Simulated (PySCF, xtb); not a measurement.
Si(I)(OH) (HIOSi), SMILES O[Si]I (connectivity only; charge and spin as stated), neutral, multiplicity 1. One conformer was computed; it need not be the lowest.

Harmonic wavenumbers (cm⁻¹) from GFN2-xTB in xtb 6.7.1 at its own minimum, in rising order: 202, 365, 371, 661, 867, 3693.

### Question
What does PySCF with B3LYP-D3(BJ)/def2-TZVP give at its own minimum? (The exact figures need the calculation; the answer reports its results.)

### Answer
192, 338, 453, 778, 860, 3807. Paired by order, the mean absolute difference is 59 cm⁻¹ and the zero-point energies are 8.8 and 9.2 kcal/mol.
